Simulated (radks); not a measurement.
Spherical quantum dot in the effective-mass picture: electrons in a hard-walled sphere of radius 9.4, with a point charge +1 (a donor) at the centre, all in effective atomic units (hartree* = m*/eps^2 hartree, bohr* = eps/m* bohr), one dielectric constant everywhere. Method: non-relativistic Kohn-Sham, exchange-only LDA, spin-polarised, spherical densities; computed with a radial shooting solver with Libxc functionals. Levels are named by radial order and angular momentum (1s, 1p, 1d, 2s, ...), and open shells are averaged over m. Results are scaled to m* = 0.472 and eps = 15.5, for which hartree* = 53.46 meV and bohr* = 1.738 nm.

N = 24, configuration 1s2 1p6 1d10 2s(up 1, down 0) 1f(up 5, down 0). This is the lowest configuration that the search found. Occupied and some empty levels:

| level | occupation | eigenvalue (meV) | <r> (nm) |
|---|---|---|---|
| 1s up | 1 | 157.84 | 11.64 |
| 1p up | 3 | 159.16 | 12.45 |
| 1s down | 1 | 159.62 | 12.26 |
| 1p down | 3 | 160.81 | 12.41 |
| 2s up | 1 | 160.95 | 3.638 |
| 1d up | 5 | 161.38 | 12.61 |
| 1d down | 5 | 163.05 | 12.57 |
| 1f up | 5 | 164.60 | 12.75 |
| 1f down | 0 | 166.29 | 12.73 |
| 1g up | 0 | 168.74 | 12.90 |
| 1g down | 0 | 170.45 | 12.88 |
| 2s down | 0 | 172.31 | 5.531 |
| 2p up | 0 | 177.05 | 7.986 |
| 2p down | 0 | 179.05 | 8.549 |
| 2d up | 0 | 183.46 | 9.302 |
| 2d down | 0 | 184.74 | 9.419 |

Energy (meV): total 1932.39, kinetic 344.76, external -224.88, Hartree 2020.4, exchange-correlation -207.86.
